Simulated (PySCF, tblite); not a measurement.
C₇H₁₆NP.
Cartesian coordinates in Å at the GFN2-xTB level; atoms count from 1:
```xyz
25
C7H16NP angstrom
C     -3.4779   -1.3157   -0.5839
C     -2.4367   -1.5218    0.2045
C     -1.0236   -1.2942   -0.1947
P     -0.3481    0.2181    0.6825
C      1.3051    0.3080   -0.1816
C      2.3168   -0.6821    0.3823
C      3.6879   -0.5012   -0.2582
N     -1.1593    1.3452   -0.3489
C     -1.0896    2.7499    0.0262
H     -3.3586   -0.9945   -1.6066
H     -4.4890   -1.4735   -0.2488
H     -2.5843   -1.8473    1.2267
H     -0.4038   -2.1412    0.1082
H     -0.9326   -1.1303   -1.2714
H      1.1535    0.1566   -1.2538
H      1.6807    1.3256   -0.0379
H      2.3949   -0.5390    1.4630
H      1.9713   -1.7042    0.2096
H      4.0665    0.5017   -0.0719
H      4.3987   -1.2175    0.1474
H      3.6271   -0.6492   -1.3347
H     -2.1337    1.0634   -0.4379
H     -0.0486    3.0164    0.2029
H     -1.6644    2.9998    0.9240
H     -1.4632    3.3512   -0.8041
```

Jobs on this species (25 atoms, 80 electrons) with PySCF (density fitting) and tblite. Hardware of each: an Arm Neoverse V1 with one thread, no GPU, on a shared host. Times come from a shared host and carry two figures at best.

| level and settings | work | basis functions | SCF cycles | wall time |
| --- | --- | --- | --- | --- |
| GFN2-xTB | Hessian by finite differences | – | – | ? |
| GFN2-xTB | L-BFGS relaxation | – | – | 0.85 s |
| PBE0/pcSseg-1 | shieldings, charges and field gradients, density and orbital grids written | 240 | 14 | 70 s |

**Question.** Fill in the missing figures.

**Answer.** 
- GFN2-xTB; Hessian by finite differences: 1.3 s

**Question.** What do all jobs in the table cost together?

**Answer.** About 72 s; the longest takes about 97 % of that, and about 82 times as long as the shortest.
